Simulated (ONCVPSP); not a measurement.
**manganese, ONCV: configuration errors across variants**

```
Element                 : manganese (Mn)
Generator               : ONCVPSP 4.0.1
Type                    : optimised norm-conserving Vanderbilt (ONCV)
Functional              : PBEsol
Relativity              : fully relativistic
Frozen core             : [Ne]
Valence charge          : 15
Reference configuration : 3s2 3p6 3d5.5 4s1.5
Partial waves           : 3s+4s: rc 1.10 bohr, ncon 4, nbas 7, qcut 13.8 1/bohr, 2 projectors; 3p: rc 1.35 bohr, ncon 4, nbas 7, qcut 12.1 1/bohr, 2 projectors, debl 1 Ha; 3d: rc 1.95 bohr, ncon 3, nbas 7, qcut 7.1 1/bohr, 3 projectors, debl 3.5 Ha
Local potential         : polynomial inside 1.05 bohr (lpopt 5, dvloc0 3 Ha)
Core correction         : Teter function fitted to the true core (icmod 2), fcfact 0.5
```

Open shells are filled in proportion to 2j + 1.

In the p channel the program set the typed energies aside and used -1.904, 0.250 Ha (j = l + 1/2; the other j can differ).

All-electron excitation energies from the reference (eV): (1) 3s2 3p6 3d5 4s2 0.485; (2) 3s2 3p6 3d5 4s1 8.918; (3) 3s2 3p6 3d5 4s0 24.430; (4) 3s2 3p6 3d6 4s1 0.119.

3 further variants failed, have other tests or another functional or relativity, and are left out.

Errors AE − PS in meV (a dash: test not solved or not reliable):

```tsv
change	(1)	(2)	(3)	(4)	bound ghosts	GHOST(+) flags above zero
base	+29	+12	-1.7	+17	none	none
local potential polynomial inside 1.05 bohr (lpopt 5, dvloc0 1.5 Ha)	+29	+12	-1.7	+17	none	none
d: qcut 4.1	+63	+25	-30	+56	none	none
p: ncon 5, nbas 8	+29	+12	-1.7	+17	none	none
core correction Teter function, fcfact 4, rcfact 1.45	+29	+12	-1.7	+17	none	none
p: nproj 3	+29	+12	-1.7	+17	none	none
```

Give the same row for: all radii but the core radius scaled by about 1.05 (s 1.16, p 1.42, d 2.06 bohr); local potential polynomial inside 1.10 bohr (lpopt 5, dvloc0 3 Ha).

+33, +14, -2.8, +20; bound ghosts: none; GHOST(+) flags above zero: none.
